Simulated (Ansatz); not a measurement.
Cd6H18Se6, relaxed as a singlet with RKS r2SCAN-D4/def2-SVP in Ansatz, starting from the GFN1-xTB geometry. Force threshold 0.03 eV/Å.

In the def2 sets Cd takes a core potential; there is no spin–orbit coupling. Single mean-field runs in def2-SVP are fitted with def2-universal-jkfit. In the singlet geometry the species has come apart into loosely held pieces. In the singlet, H13 and H16 lie 0.76 Å apart, H20 and H21 lie 0.76 Å apart, H26 and H29 lie 0.76 Å apart (atoms count from 1), so H2 has formed as a molecule.

Start:

Cartesian coordinates in Å:
```
Se -2.599 1.322 -1.368
Cd -0.184 3.215 -1.238
Cd -1.685 1.753 2.921
Se 0.524 2.353 1.009
Se 1.356 1.028 -2.732
Cd 3.337 1.377 1.189
Cd -3.130 -1.441 -0.147
Se -1.605 -1.009 1.797
Se -0.842 -2.443 -1.917
Cd 2.157 -1.835 -1.971
Cd 0.541 -3.034 2.225
Se 2.219 -1.294 0.479
H -3.119 1.935 -0.180
H -3.677 1.823 -2.174
H -0.475 4.410 -2.336
H -3.006 2.389 2.063
H -0.885 1.583 4.355
H 0.798 3.673 1.524
H 1.765 1.407 -4.056
H 2.574 1.509 -2.144
H 3.924 1.871 -0.325
H 3.572 1.253 2.817
H -4.529 -1.981 -0.833
H -2.527 -1.574 2.754
H -1.261 -3.367 -2.934
H -0.594 -3.493 -0.970
H 2.753 -2.528 -3.343
H 1.090 -2.664 3.736
H 0.066 -4.217 1.101
H 3.446 -2.022 0.698
```

Question: Estimate the energy that the relaxation releases and the steps that it takes.

Answer: 414.0 kJ/mol, in 18 steps; 97 s on 2 threads of AMD EPYC 7R13 on a shared host and a share (18 GiB) of an NVIDIA H100 80GB HBM3. No frequencies were taken in this run, so the end may be a saddle point.

Question: Does the start keep its bonding and symmetry?

Answer: Bonds lost: Se1–H13, Cd3–H16, Se5–H20, Cd6–H21, Se9–H26, Cd11–H29 (atoms count from 1). The end holds 4 separate pieces. Point group C3v at the start, C3v at the end, both within 0.05 Å.

Question: Predict the relaxed structure.

Answer: 
```xyz
30

Se   -2.7186    1.2125   -2.1730
Cd   -0.4932    2.7054   -2.0178
Cd   -1.1592    1.4124    2.8866
Se    0.4760    2.1927    0.9055
Se    0.9465    0.9388   -3.4362
Cd    2.8610    1.1118    1.4984
Cd   -2.9870   -1.2306   -1.0941
Se   -1.5095   -0.9398    1.6409
Se   -1.0935   -2.2810   -2.6807
Cd    1.4932   -1.5653   -2.6390
Cd    0.6217   -2.4210    2.3276
Se    2.0573   -1.2075    0.4110
H    -3.0720    2.1945    1.0547
H    -3.6235    1.9880   -1.3130
H    -0.3055    4.3783   -1.8366
H    -3.3592    2.5235    1.6792
H    -1.6611    2.0728    4.3439
H     0.7341    3.5702    1.3546
H     2.2817    1.5467   -3.3495
H     3.3253    1.7165   -1.1540
H     3.9761    1.9746   -0.8531
H     4.2336    1.6323    2.3087
H    -4.3212   -1.9600   -0.3492
H    -2.5006   -1.5332    2.5527
H    -1.0063   -3.6415   -2.1320
H    -0.2380   -3.9053    0.1656
H     2.8924   -2.4982   -2.8365
H     0.9497   -3.5484    3.5248
H    -0.1095   -4.4707    0.6601
H     3.3093   -1.9683    0.5503
```
Bond lengths (bridged metal pairs left out): 15 × Cd–Se 2.68 to 3.12 Å; 6 × H–Se 1.47 Å; 6 × Cd–H 1.68 to 1.69 Å.
